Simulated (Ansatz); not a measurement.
Program: Ansatz. Geometries: PBE0-D4/def2-TZVP. ΔE: electronic, gas phase. CCSD(T)/CBS is the MP2 limit (def2-TZVPP, def2-QZVPP) plus CCSD(T) − MP2 in def2-TZVPP, frozen cores. This one scheme is used for every species. Functionals use def2-TZVPP. One conformer a species, not always the lowest.

Reaction (ligand exchange at the Si–C bond): `FC#C[SiH3]` + `O[Si](Cl)(Cl)Cl` → `[SiH3]O[Si](Cl)(Cl)Cl` + `C#CF`

(1) Is it downhill or uphill in electronic energy at CCSD(T)/CBS, and by how much? (An estimate is asked.)

(2) What do these levels give: PBE0-D4, ωB97X-V, r2SCAN, CCSD(T)/def2-TZVPP, MP2/def2-QZVPP, MP2/CBS(def2)? (An estimate is asked.)

Largest T1 diagnostic among the species: 0.013.

Results:

(1) Computed: Downhill: ΔE = -15.0 kcal/mol.

(2) The calculation gave: PBE0-D4 -12.8, ωB97X-V -14.8, r2SCAN -12.6, CCSD(T)/def2-TZVPP -14.8, MP2/def2-QZVPP -14.9, MP2/CBS(def2) -14.9 kcal/mol.

In def2-TZVPP, CCSD(T) changes the Hartree–Fock value by +3.4 kcal/mol (the triples alone add +0.7 kcal/mol) and MP2 by +3.6 kcal/mol. The D4 term adds −1.6 kcal/mol with B3LYP and −1.0 kcal/mol with PBE0; it sums over pairs of atoms, weighted by their polarisabilities, and B3LYP, whose exchange is more repulsive, gets the larger term. From PBE to PBE0 (25 % exact exchange), in def2-TZVPP and without D4, ΔE moves by −1.6 kcal/mol.

B3LYP here is the variant with VWN-RPA as its local correlation; programs differ in this.
